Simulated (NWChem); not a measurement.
System: CH₅AlS; SMILES [CH3][AlH][SH]

```xyz
8

Al    -0.6065    -0.4941     0.0000
H     -2.1892    -0.5845     0.0000
C      0.5890    -2.0504     0.0000
H      0.4001    -2.6798     0.8800
H      1.6527    -1.7888     0.0000
H      0.4001    -2.6798    -0.8800
S      0.1632     1.5755     0.0000
H      1.4756     1.2506     0.0000
```
Atoms are numbered in this order, from 1.

Computed with NWChem. All runs use the structure optimised with B3LYP/6-31G* (spherical d). Ions are spin-unrestricted doublets at the neutral geometry; other ion states weren't tried.

For level PBE/def2-SVP:

```
Item           Value
-------------  -----
−ε(HOMO) (eV)   6.30
```

Q: How do the values read with level B3LYP/def2-SVP instead?

A: −ε(HOMO) (eV): 7.19
